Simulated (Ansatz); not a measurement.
Wavefunction ladder for C2H8NSb, SMILES `C[N](C)[SbH2]`

Z-matrix (Å, degrees):
```
C
N 1 1.446
H 1 1.097 2 109.3
H 1 1.105 2 114.4 3 -120.0
H 1 1.093 2 110.4 3 117.9
C 2 1.446 1 111.6 3 59.4
Sb 2 2.061 1 112.9 3 -172.1
H 6 1.105 2 114.4 1 60.5
H 6 1.093 2 110.4 1 -177.3
H 6 1.097 2 109.3 1 -59.4
H 7 1.714 2 92.8 1 162.1
H 7 1.714 2 92.8 1 70.0
```

The species carries charge 0 and has multiplicity 1. Correlated methods include outer-core shells of Sb, which these sets cover unevenly. Sb takes the def2 core potential. The geometry is a stationary point of PBE0-D4/def2-TZVP. Frozen core, restricted reference, Ansatz 0.2.0.

```tsv
basis	HF (Eh)	MP2 corr.	CCSD corr.	(T)	CCSD(T) total
def2-SVP	-373.94606	-0.58865	-0.64493	-0.01947	-374.61046
def2-TZVPP	-374.11056	-0.93074	-0.96081	-0.03497	-375.10634
def2-QZVPP	-374.11986	-1.20676	–	–	–
```
